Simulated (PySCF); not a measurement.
Stretching KC

Set-up: K pcseg-1, C pcseg-1; no relativity (PySCF 2.14). Energies in eV from K + C in their ground configurations at the same level. All curves are PBE0. state 1: ⁴Σ⁻ (quartet), unpaired electrons σ ↑, π ↑↑; state 2: Ms = 0.5 determinant of mixed spin (⟨S²⟩ near 1.8), unpaired electrons σ ↓, π ↑↑, a second solution, started from another occupation; state 3: ²Π (doublet), unpaired electrons π ↑, a second solution, started from another occupation.

| R (Å) | state 1 | state 2 | state 3 |
| --- | --- | --- | --- |
| 2.174 | -1.763 | -1.026 | 0.5327 |
| 2.275 | -1.992 | -1.244 | 0.1111 |
| 2.376 | -2.120 | -1.367 | -0.1810 |
| 2.452 | -2.165 | -1.411 | -0.3348 |
| 2.528 | -2.178 | -1.425 | -0.4447 |
| 2.604 | -2.165 | -1.416 | -0.5201 |
| 2.705 | -2.118 | -1.379 | -0.5800 |
| 2.831 | -2.028 | -1.306 | -0.6080 |
| 2.983 | -1.894 | -1.202 | -0.5977 |
| 3.185 | -1.697 | -1.055 | -0.5434 |

Q: Put a parabola through the three lowest points of the state 1 curve and estimate Re, k and ωe (reduced mass 9.174 u; 1 eV/Å² = 0.16022 mdyn/Å; ωe = 1302.8·√(k/μ) cm⁻¹).

A: Through R = 2.452, 2.528, 2.604 Å the second-order coefficient is 2.25 eV/Å², so Re ≈ 2.528 Å, k ≈ 0.721 mdyn/Å and ωe ≈ 365 cm⁻¹. A polynomial fit of higher order to the unrounded PBE0 energies gives Re = 2.524 Å, k = 0.717 mdyn/Å, ωe = 364 cm⁻¹; anharmonicity and rounding make the difference.

The higher-order fit for each curve: state 1: Re = 2.524 Å, ωe = 364 cm⁻¹, De = 2.18 eV; state 2: Re = 2.533 Å, ωe = 340 cm⁻¹, minimum 1.42 eV below the ground-state fragments; state 3: Re = 2.864 Å, ωe = 235 cm⁻¹, minimum 0.61 eV below the ground-state fragments.

⟨S²⟩ is raised (KC 0.99), so spin contamination touches these numbers. ⟨S²⟩ of the unrestricted solution departs from its pure value on part of the curve, where spin states mix. The state was picked by a PBE0 search and need not be the measured ground state.
